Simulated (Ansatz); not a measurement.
`FB(F)B(F)F`. Charge 0, multiplicity 1. All single points use the PBE0-D4/def2-TZVP geometry. It is one conformer, not always the lowest.

```xyz
6

F     1.348   -1.357    0.006
B     0.618   -0.370    0.478
F     0.866    0.030    1.705
B    -0.618    0.370   -0.478
F    -1.347    1.359   -0.006
F    -0.868   -0.032   -1.705
```

Question: What is the dipole moment at B3LYP/def2-TZVPP? (Best estimate.)

Answer: Ansatz gave: 0.00 D, zero by symmetry or nearly so.

Question: Give the Mulliken charges with B3LYP, r2SCAN, ωB97M-V in def2-TZVPP. (Estimate.)

Answer: Computed: 
```json
{"atom": "F1", "B3LYP": "-0.21", "r2SCAN": "-0.23", "ωB97M-V": "-0.22"}
{"atom": "B2", "B3LYP": "0.43", "r2SCAN": "0.47", "ωB97M-V": "0.43"}
{"atom": "F3", "B3LYP": "-0.21", "r2SCAN": "-0.23", "ωB97M-V": "-0.22"}
{"atom": "B4", "B3LYP": "0.43", "r2SCAN": "0.47", "ωB97M-V": "0.43"}
{"atom": "F5", "B3LYP": "-0.21", "r2SCAN": "-0.23", "ωB97M-V": "-0.22"}
{"atom": "F6", "B3LYP": "-0.21", "r2SCAN": "-0.23", "ωB97M-V": "-0.22"}
```

B3LYP here is the variant with VWN-RPA as its local correlation; programs differ in this.
